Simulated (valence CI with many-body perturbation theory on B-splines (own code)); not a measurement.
E1 line list for Yb LVIII

Computed by relativistic CI+MBPT: three valence electrons over a frozen Dirac-Fock core [Ne], radial functions for each j: 11 s, 11 p, 9 d, 7 f, 5 g, 2 h, 1 i, with the one-electron correlation potential Σ1 (screened to all orders), the two-electron term Σ2, the three-electron term Σ3, Breit, model QED; selected single and double excitations, second order for the rest (own B-spline code, finite nucleus).

No measured spectrum was set against this ion. As an estimate, large intervals hold to a few tenths of a per cent, small ones and those within an open d or f shell to about a per cent.

Lines 201 to 250 of 256 in falling wavelength, among levels below 9823.5 × 10³ cm⁻¹, chosen from the strongest by gf and those to the six lowest levels. Wavelengths and rates use the calculated energies. Electric multipoles are in the length gauge, E1 and E2 with the static RPA response of the core. Weak lines are less certain than strong ones. Lines between different terms over intervals too small for the method are left out, as are lines whose strength nearly cancels. The highest levels of a list are the least certain.

Levels are named by their leading jj configuration (3d3/2^4 stands for four electrons in 3d with j = 3/2), which in mixed levels can hold well under half, so a name can repeat and another be missing. Letters in brackets count levels of one name in rising energy.

```
λ vac (Å)                          Upper                       Lower   A (s⁻¹)  S (a.u.)
    23.26     (3s 3p3/2 3d5/2) J=3/2 [a]  (3s 3p1/2 3p3/2) J=3/2 [b]  1.14e+11  2.84e-03
    23.06     (3s 3p3/2 3d3/2) J=5/2 [b]  (3s 3p1/2 3p3/2) J=3/2 [a]  2.10e+09  7.64e-05
    22.88     (3s 3p3/2 3d5/2) J=5/2 [a]      (3s 3p1/2 3p3/2) J=5/2  7.08e+10  2.51e-03
    22.86     (3s 3p3/2 3d3/2) J=1/2 [b]  (3s 3p1/2 3p3/2) J=3/2 [a]  1.30e+09  1.53e-05
    22.52     (3s 3p3/2 3d5/2) J=7/2 [a]      (3s 3p1/2 3p3/2) J=5/2  9.04e+10  4.08e-03
    22.41     (3s 3p3/2 3d5/2) J=3/2 [a]      (3s 3p1/2 3p3/2) J=5/2  2.35e+08  5.23e-06
    22.32         (3s 3p1/2 3d5/2) J=3/2          (3s 3p1/2^2) J=1/2  2.40e+11  5.26e-03
    22.25         (3s 3p3/2 3d5/2) J=1/2  (3s 3p1/2 3p3/2) J=3/2 [b]  6.86e+10  7.45e-04
    22.19     (3s 3p3/2 3d5/2) J=5/2 [a]  (3s 3p1/2 3p3/2) J=3/2 [a]  1.95e+09  6.30e-05
    21.87     (3s 3p3/2 3d5/2) J=3/2 [b]  (3s 3p1/2 3p3/2) J=3/2 [b]  1.09e+08  2.25e-06
    21.82     (3s 3p3/2 3d5/2) J=7/2 [b]      (3s 3p1/2 3p3/2) J=5/2  1.45e+10  5.93e-04
    21.78     (3s 3p3/2 3d5/2) J=5/2 [b]  (3s 3p1/2 3p3/2) J=3/2 [b]  3.30e+10  1.01e-03
    21.75     (3s 3p3/2 3d5/2) J=3/2 [a]  (3s 3p1/2 3p3/2) J=3/2 [a]  3.16e+10  6.41e-04
    21.12     (3s 3p3/2 3d5/2) J=3/2 [b]      (3s 3p1/2 3p3/2) J=5/2  2.51e+10  4.67e-04
    21.11          (3p1/2^2 3d5/2) J=5/2          (3s^2 3p3/2) J=3/2  6.63e+07  1.85e-06
    21.04     (3s 3p3/2 3d5/2) J=5/2 [b]      (3s 3p1/2 3p3/2) J=5/2  1.90e+10  5.25e-04
    20.87         (3s 3p3/2 3d5/2) J=1/2  (3s 3p1/2 3p3/2) J=3/2 [a]  8.51e+08  7.64e-06
    20.54     (3s 3p3/2 3d5/2) J=3/2 [b]  (3s 3p1/2 3p3/2) J=3/2 [a]  1.93e+09  3.31e-05
    20.46     (3s 3p3/2 3d5/2) J=5/2 [b]  (3s 3p1/2 3p3/2) J=3/2 [a]  1.22e+10  3.09e-04
    17.31          (3p1/2 3p3/2^2) J=3/2          (3s 3p1/2^2) J=1/2  3.53e+07  3.61e-07
    16.99                (3p3/2^3) J=3/2  (3s 3p1/2 3p3/2) J=3/2 [b]  1.86e+09  1.80e-05
    16.99             (3s 3p3/2^2) J=1/2          (3s^2 3p1/2) J=1/2  6.21e+09  3.00e-05
    16.94          (3p1/2 3p3/2^2) J=1/2          (3s 3p1/2^2) J=1/2  4.84e+09  2.32e-05
    16.84             (3s 3p3/2^2) J=3/2          (3s^2 3p1/2) J=1/2  1.37e+09  1.30e-05
    16.66     (3s 3p3/2 3d3/2) J=3/2 [a]          (3s 3p1/2^2) J=1/2  1.15e+09  1.05e-05
    16.62     (3s 3p3/2 3d3/2) J=1/2 [a]          (3s 3p1/2^2) J=1/2  1.02e+09  4.60e-06
    16.53                (3p3/2^3) J=3/2      (3s 3p1/2 3p3/2) J=5/2  2.14e+09  1.91e-05
    16.19  (3p1/2 3p3/2 3d3/2) J=5/2 [a]          (3s^2 3p3/2) J=3/2  2.59e+07  3.26e-07
    16.17                (3p3/2^3) J=3/2  (3s 3p1/2 3p3/2) J=3/2 [a]  5.19e+08  4.33e-06
    15.98     (3s 3p3/2 3d3/2) J=3/2 [b]          (3s 3p1/2^2) J=1/2  1.48e+07  1.19e-07
    15.70          (3p1/2^2 3d3/2) J=3/2          (3s^2 3p1/2) J=1/2  8.44e+07  6.44e-07
    15.62     (3s 3p3/2 3d3/2) J=1/2 [b]          (3s 3p1/2^2) J=1/2  1.10e+08  4.13e-07
    15.45  (3p1/2 3p3/2 3d3/2) J=5/2 [b]          (3s^2 3p3/2) J=3/2  7.21e+07  7.88e-07
    15.39  (3p1/2 3p3/2 3d3/2) J=1/2 [b]          (3s^2 3p3/2) J=3/2  4.88e+07  1.76e-07
    15.09     (3s 3p3/2 3d5/2) J=3/2 [a]          (3s 3p1/2^2) J=1/2  1.04e+09  7.06e-06
    14.74             (3s 3d3/2^2) J=5/2          (3s^2 3p3/2) J=3/2  4.78e+08  4.53e-06
    14.66         (3s 3p3/2 3d5/2) J=1/2          (3s 3p1/2^2) J=1/2  3.51e+09  1.09e-05
    14.65  (3p1/2 3p3/2 3d5/2) J=3/2 [a]          (3s^2 3p3/2) J=3/2  7.39e+07  4.59e-07
    14.57  (3p1/2 3p3/2 3d5/2) J=5/2 [a]          (3s^2 3p3/2) J=3/2  1.39e+08  1.28e-06
    14.50     (3s 3p3/2 3d5/2) J=3/2 [b]          (3s 3p1/2^2) J=1/2  1.12e+09  6.74e-06
    14.18      (3p1/2 3p3/2 3d5/2) J=1/2          (3s^2 3p3/2) J=3/2  4.22e+07  1.19e-07
    14.14  (3p1/2 3p3/2 3d5/2) J=3/2 [b]          (3s^2 3p3/2) J=3/2  4.15e+07  2.31e-07
    13.85     (3s 3d3/2 3d5/2) J=5/2 [a]          (3s^2 3p3/2) J=3/2  6.81e+07  5.36e-07
    13.56     (3s 3d3/2 3d5/2) J=5/2 [b]          (3s^2 3p3/2) J=3/2  2.71e+07  2.00e-07
    13.50     (3s 3d3/2 3d5/2) J=3/2 [b]          (3s^2 3p3/2) J=3/2  4.12e+08  2.00e-06
    13.36         (3s 3d3/2 3d5/2) J=1/2          (3s^2 3p3/2) J=3/2  7.96e+08  1.87e-06
    11.79  (3p1/2 3p3/2 3d3/2) J=3/2 [a]          (3s^2 3p1/2) J=1/2  2.52e+08  8.13e-07
    11.76  (3p1/2 3p3/2 3d3/2) J=1/2 [a]          (3s^2 3p1/2) J=1/2  1.37e+08  2.20e-07
    11.47  (3p1/2 3p3/2 3d3/2) J=3/2 [b]          (3s^2 3p1/2) J=1/2  2.42e+08  7.23e-07
    11.02  (3p1/2 3p3/2 3d5/2) J=3/2 [a]          (3s^2 3p1/2) J=1/2  2.11e+07  5.57e-08
```
